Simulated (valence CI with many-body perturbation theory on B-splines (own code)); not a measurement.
## Pd XL: calculated level list

Computed by configuration interaction combined with many-body perturbation theory (CI+MBPT): five valence electrons over a frozen Dirac-Fock core [He], radial functions for each j: 11 s, 11 p, 10 d, 8 f, 5 g, 2 h, with the one-electron correlation potential Σ1, the two-electron term Σ2, the three-electron term Σ3, Breit, model QED; selected CI, second order for the rest, scaled by the run's own slope (own B-spline code, finite nucleus).

The last digits are not significant, and no measured levels were compared; by estimate large intervals hold to a few tenths of a per cent, small ones and those within an open d or f shell to about a per cent. Among the levels kept, up to 7100 cm⁻¹ of a level comes from second order outside the variational space, and about a tenth of that is noise between levels of different J, which matters for small intervals.

Levels 46 to 90 of 205, with energies above the lowest level, (2s^2 2p1/2^2 2p3/2) J=3/2. "Leading %" is the weight of the configuration and term that name the level; weights of strongly mixed levels are sums over their largest components and can fall short. In the jj column 3d3/2^4 stands for four electrons in 3d with j = 3/2.

```tsv
No.	Configuration	Term	J	E (Ry)	Leading %	Second component	Leading jj	g
46	2s²2p²3s	²P	3/2	263.22	38	30 % 2s²2p²3s ²D	2s^2 2p3/2^2 3s (74 %)	1.153
47	2s²2p²3d	²G	9/2	263.39	57	42 % 2s²2p²3d ⁴F	2s^2 2p1/2 2p3/2 3d5/2 (99 %)	1.197
48	2s²2p²3d	⁴D	5/2	263.49	36	31 % 2s²2p²3d ²F	2s^2 2p1/2 2p3/2 3d5/2 (58 %)	1.159
49	2s²2p²3d	⁴P	3/2	263.53	42	25 % 2s²2p²3d ²P	2s^2 2p1/2 2p3/2 3d3/2 (56 %)	1.382
50	2s²2p²3d	⁴P	1/2	263.68	41	30 % 2s²2p²3d ²S	2s^2 2p1/2 2p3/2 3d3/2 (95 %)	1.876
51	2s²2p²3d	²D	5/2	264.35	55	18 % 2s²2p²3d ⁴P	2s^2 2p1/2 2p3/2 3d5/2 (82 %)	1.232
52	2s²2p²3d	²F	7/2	264.58	60	24 % 2s²2p²3d ²G	2s^2 2p1/2 2p3/2 3d5/2 (90 %)	1.102
53	2s2p³3p	⁶P	3/2	264.61	31	14 % 2s2p³3p ⁴P	2s 2p1/2^2 2p3/2 3p1/2 (78 %)	1.744
54	2s2p³3s	⁴D°	1/2	264.62	43	34 % 2s2p³3s ²P°	2s 2p1/2^2 2p3/2 3s (92 %)	0.697
55	2s²2p²3d	²D	3/2	264.70	59	20 % 2s²2p²3d ²P	2s^2 2p1/2 2p3/2 3d5/2 (84 %)	1.033
56	2s²2p²3d	²P	1/2	264.72	54	21 % 2s²2p²3d ²S	2s^2 2p1/2 2p3/2 3d5/2 (76 %)	1.212
57	2s2p³3p	⁶P	5/2	264.82	25	23 % 2s2p³3p ⁴P	2s 2p1/2^2 2p3/2 3p1/2 (81 %)	1.454
58	2s2p³3s	²P°	3/2	264.84	28	21 % 2s2p³3s ²D°	2s 2p1/2^2 2p3/2 3s (94 %)	1.355
59	2s²2p²3s	²S	1/2	265.54	57	13 % 2s²2p²3s ⁴P	2s^2 2p3/2^2 3s (77 %)	1.786
60	2s²2p²3p	²P°	3/2	267.41	26	21 % 2s²2p²3p ⁴P°	2s^2 2p3/2^2 3p1/2 (96 %)	1.422
61	2s²2p²3p	²D°	5/2	267.67	44	24 % 2s²2p²3p ²F°	2s^2 2p3/2^2 3p1/2 (96 %)	1.181
62	2s2p³3p	⁶P	7/2	268.02	46	38 % 2s2p³3p ⁴D	2s 2p1/2^2 2p3/2 3p3/2 (92 %)	1.515
63	2s2p³3p	⁴D	1/2	268.33	37	24 % 2s2p³3p ²P	2s 2p1/2^2 2p3/2 3p1/2 (84 %)	1.042
64	2s2p³3p	⁴P	3/2	268.47	36	14 % 2s2p³3p ⁴S	2s 2p1/2^2 2p3/2 3p3/2 (71 %)	1.466
65	2s2p³3p	²P	3/2	268.54	29	27 % 2s2p³3p ²D	2s 2p1/2^2 2p3/2 3p1/2 (72 %)	1.064
66	2s2p³3p	⁴P	5/2	269.17	38	22 % 2s2p³3p ⁶P	2s 2p1/2^2 2p3/2 3p3/2 (89 %)	1.475
67	2s2p³3p	⁴P	1/2	269.50	42	29 % 2s2p³3p ²P	2s 2p1/2^2 2p3/2 3p3/2 (82 %)	1.802
68	2s²2p²3p	²P°	1/2	269.68	64	20 % 2s²2p²3p ²S°	2s^2 2p3/2^2 3p1/2 (65 %)	0.838
69	2s²2p²3p	²D°	5/2	270.18	51	33 % 2s²2p²3p ⁴P°	2s^2 2p3/2^2 3p3/2 (95 %)	1.296
70	2s²2p²3p	⁴D°	7/2	270.21	54	40 % 2s²2p²3p ²F°	2s^2 2p3/2^2 3p3/2 (94 %)	1.303
71	2s²2p²3p	²P°	1/2	270.59	74	12 % 2s²2p²3p ²S°	2s^2 2p3/2^2 3p3/2 (66 %)	1.027
72	2s2p³3s	⁴D°	5/2	271.50	44	38 % 2s2p³3s ⁶S°	2s 2p1/2 2p3/2^2 3s (89 %)	1.600
73	2s²2p²3p	²P°	3/2	272.17	42	14 % 2s²2p²3p ²D°	2s^2 2p3/2^2 3p3/2 (73 %)	1.310
74	2s2p³3p	²D	5/2	272.19	23	20 % 2s2p³3p ⁴F	2s 2p1/2^2 2p3/2 3p3/2 (94 %)	1.226
75	2s2p³3d	⁶D°	5/2	272.29	35	28 % 2s2p³3d ⁴D°	2s 2p1/2^2 2p3/2 3d3/2 (89 %)	1.370
76	2s2p³3d	⁶D°	3/2	272.41	44	18 % 2s2p³3d ⁴P°	2s 2p1/2^2 2p3/2 3d3/2 (90 %)	1.531
77	2s2p³3d	⁶D°	7/2	272.42	38	21 % 2s2p³3d ⁴D°	2s 2p1/2^2 2p3/2 3d3/2 (70 %)	1.373
78	2s2p³3d	⁶D°	1/2	272.46	47	37 % 2s2p³3d ⁴P°	2s 2p1/2^2 2p3/2 3d3/2 (91 %)	2.652
79	2s2p³3s	⁴S°	3/2	272.70	28	21 % 2s2p³3s ⁴D°	2s 2p1/2 2p3/2^2 3s (68 %)	1.406
80	2s2p³3p	²P	3/2	272.74	23	21 % 2s2p³3p ⁴D	2s 2p1/2^2 2p3/2 3p3/2 (93 %)	1.207
81	2s2p³3p	⁴P	1/2	272.99	50	12 % 2s2p³3p ²S	2s 2p1/2^2 2p3/2 3p3/2 (93 %)	1.825
82	2s2p³3d	⁶D°	9/2	273.04	46	38 % 2s2p³3d ⁴F°	2s 2p1/2^2 2p3/2 3d5/2 (92 %)	1.402
83	2s²2p²3p	²P°	3/2	273.26	54	13 % 2s²2p²3p ²D°	2s^2 2p3/2^2 3p3/2 (89 %)	1.310
84	2s2p³3s	⁴D°	7/2	273.61	89		2s 2p1/2 2p3/2^2 3s (89 %)	1.403
85	2s2p³3d	⁴D°	5/2	274.16	36	18 % 2s2p³3d ²D°	2s 2p1/2^2 2p3/2 3d5/2 (86 %)	1.339
86	2s2p³3d	⁴D°	3/2	274.38	37	15 % 2s2p³3d ²D°	2s 2p1/2^2 2p3/2 3d5/2 (78 %)	1.090
87	2s2p³3s	²D°	5/2	274.66	71	18 % 2s2p³3s ⁴D°	2s 2p1/2 2p3/2^2 3s (92 %)	1.236
88	2s2p³3d	⁴D°	7/2	274.89	44	27 % 2s2p³3d ²F°	2s 2p1/2^2 2p3/2 3d5/2 (67 %)	1.288
89	2s²2p²3d	²D	3/2	275.25	30	19 % 2s²2p²3d ⁴P	2s^2 2p3/2^2 3d3/2 (85 %)	1.188
90	2s²2p²3d	⁴D	5/2	275.31	26	20 % 2s²2p²3d ²D	2s^2 2p3/2^2 3d3/2 (84 %)	1.207
```

Where two levels of one J and parity lie close, their mixing, g and order are uncertain.
